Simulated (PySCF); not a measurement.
CHO, SMILES [C][OH+] (connectivity only; charge and spin as stated), charge +1, multiplicity 1. Heavy atoms are numbered as in [OH+:2][C:3]. Hydrogens are named by the atom that carries them.

Coordinates come from a PBE0-D3(BJ)/def2-TZVPD optimisation.

All values below come from PBE/pcSseg-2 run with PySCF.

GIAO shieldings, no solvent; atoms alike by connectivity are averaged. δ = σ(ref) − σ: ¹H against TMS (σ = 31.47 ppm); ¹⁷O against H2O (σ = 327.5 ppm); ¹³C against TMS (σ = 181.4 ppm), references at their B3LYP-D3(BJ)/def2-TZVP geometries, non-relativistic.

```
nucleus    atoms  count  δ (ppm)
-------  -------  -----  -------
¹H       H on O2      1    10.72
¹⁷O      O2 (OH)      1    248.2
¹³C           C3      1    199.3
```
